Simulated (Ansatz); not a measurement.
benzoate, `O=C([O-])c1ccccc1`. Charge -1, multiplicity 1. Geometry PBE-D4/def2-SVPD, basis def2-TZVPD, Ansatz.

Cartesian coordinates in Å:
```
O -1.228 -2.733 1.089
C -0.337 -2.396 0.257
O 0.403 -3.129 -0.460
C -0.122 -0.867 0.093
C -0.886 0.052 0.838
C -0.695 1.435 0.692
C 0.270 1.924 -0.207
C 1.039 1.015 -0.955
C 0.842 -0.367 -0.804
H -1.630 -0.368 1.530
H -1.301 2.142 1.282
H 0.423 3.009 -0.323
H 1.797 1.391 -1.661
H 1.423 -1.109 -1.371
```

```csv
run,HOMO (eV),LUMO (eV)
A,-0.55,2.35
B,-4.69,4.38
C,-0.19,2.28
D,-0.29,2.19
E,-1.18,2.66
F,-1.90,3.02
```

LC-ωPBE has ω = 0.4 bohr⁻¹.

**Question.** The runs used LC-ωPBE, PBE, PBE0, r2SCAN, r2SCANh, revPBE. Estimate which is which.

**Answer.** A r2SCAN (0 % exact exchange); B LC-ωPBE (range-separated); C revPBE (0 % exact exchange); D PBE (0 % exact exchange); E r2SCANh (10 % exact exchange); F PBE0 (25 % exact exchange). Exact exchange lowers occupied and raises empty levels; among semilocal functionals meta-GGAs tend to open the gap a little, and such runs are hard to tell apart. The gap grows from 2.47 eV (PBE) to 9.07 eV (LC-ωPBE).
